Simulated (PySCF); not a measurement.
$^{33}$S chemical shifts

All values are calculated (PySCF 2.14.0 with density-fitted response routines): shieldings: GIAO PBE0/pcSseg-1, GFN2-xTB structure. In vacuum, fast rotation and ring inversion assumed for equivalent nuclei, a single conformation, no relativistic terms.

Shieldings were converted by a linear fit to measured shifts: $^{33}$S (scatter 33.3 ppm rms vs sulfate, solution or neat liquid). Occasional misses reach two or three times the rms, and more in compound classes unlike the fitted ones.

**Question.** Give the $^{33}$S shifts of `CC#C[Si@@H](S)C(F)(F)F`, `C=CC[Si@@H](Cl)SC(C)=S`, `C#C[P@@H](=S)C#CP(C)C=C`.

**Answer.** 
| compound | environment | δ (ppm) |
| --- | --- | --- |
| CC#C[Si@@H](S)C(F)(F)F | sulfur bonded to Si, H | -548 |
| [CH2:1]=[CH:2][CH2:3][Si@@H:4]([Cl:5])[S:6][C:7]([CH3:8])=[S:9] | S9: thione sulfur | 494 |
| [CH2:1]=[CH:2][CH2:3][Si@@H:4]([Cl:5])[S:6][C:7]([CH3:8])=[S:9] | S6: sulfur bonded to C, Si | -64 |
| C#C[P@@H](=S)C#CP(C)C=C | sulfur bonded to P | -490 |

**Question.** Match the shifts -39, -82, -366, -504, -564 ppm to `CN[Si@H](C[SiH2]S)[SiH2]N`, `FCC(=C=S)[SiH2]C(F)F`, `CS[Si@@H]1NCC[SiH2]1`, `CC1=CS[SiH2][Si@@]1([SiH3])P`, `CCc1nnc(C(C)=O)s1`.

**Answer.** -39: CCc1nnc(C(C)=O)s1 (aromatic ring sulfur); -82: FCC(=C=S)[SiH2]C(F)F (thione sulfur); -366: CC1=CS[SiH2][Si@@]1([SiH3])P (sulfur bonded to C, Si, in a 5-membered ring); -504: CS[Si@@H]1NCC[SiH2]1 (sulfur bonded to C, Si); -564: CN[Si@H](C[SiH2]S)[SiH2]N (sulfur bonded to Si, H).
